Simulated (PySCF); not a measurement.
## A small calculation by hand: entropy of an ideal gas

H₄P, SMILES [PH4+], charge +1.

The structure is a stationary point at B3LYP-D3(BJ)/def2-TZVPD. The isomer is the one that the SMILES or the coordinates give; other isomers of the formula were not compared.

B3LYP-D3(BJ)/def2-TZVPD run with PySCF gives the harmonic wavenumbers 993, 993, 993, 1136, 1136, 2498, 2550, 2550, 2550 cm⁻¹ and the rotational temperatures 4.6169, 4.6169, 4.6169 K. The molar mass is 35.01 g/mol, the symmetry number 12, the spin multiplicity 1.

### Question
Work out the entropy at 298.15 K and 1 atm in the rigid-rotor, harmonic-oscillator model.

### Answer

Translation (Sackur–Tetrode at 1 atm): S = R[1.5 ln M + 2.5 ln T − 1.16487] = 153.1 J/(mol K).
Rotation: q = (√π/σ) T^1.5/√(θA θB θC) = 76.7, S = R[ln q + 3/2] = 48.6 J/(mol K).
Vibration: with u = 1.4388 ν/T, each mode gives R[u/(e^u − 1) − ln(1 − e^−u)]:
```tsv
ν (cm⁻¹)	modes	u	S (J/(mol K))
993	3	4.79	1.21
1136	2	5.48	0.45
```
The stiffer modes add less than 0.005 each. Sum 1.7 J/(mol K).
Spin: R ln 1 = 0.0 J/(mol K).
Total 203.3 J/(mol K); the program's own thermochemistry gives 203.3. Translation makes up 75 % and vibration 1 %. Anharmonicity, hindered rotation and orbital degeneracy are left out.
